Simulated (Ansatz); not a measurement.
Z-matrix (Å, degrees):
```
C
In 1 2.125
H 1 1.089 2 109.6
H 1 1.089 2 109.4 3 -120.5
H 1 1.090 2 108.8 3 120.1
O 2 2.340 1 111.0 3 -94.6
Cl 2 2.361 1 123.7 3 5.8
Cl 2 2.361 1 123.3 3 165.4
H 6 0.967 2 102.2 1 -124.9
H 6 0.967 2 102.5 1 125.2
```

The species carries charge 0 and has multiplicity 1. In takes the def2 core potential.

Question: List the PBE/def2-TZVPP orbital energies in eV (the Gaussian-basis code of Ansatz). (An estimate is asked.)

Answer: The calculation gave: Occupied: -2738.19, -2738.19, -512.32, -269.32, -248.74, -248.74, -189.42, -189.42, -189.29, -189.29, -189.27, -189.27, -122.30, -79.99, -79.85, -79.77, -27.27, -20.05, -19.95, -19.38, -19.15, -19.09, -18.65, -18.24, -17.04, -15.00, -11.83, -10.54, -10.23, -10.21, -9.12, -8.17, -7.86, -7.39, -7.25, -7.05, -6.95. Lowest empty: -1.89, -1.16, -0.04, 0.12, 0.33, 1.15, 1.33, 1.86.
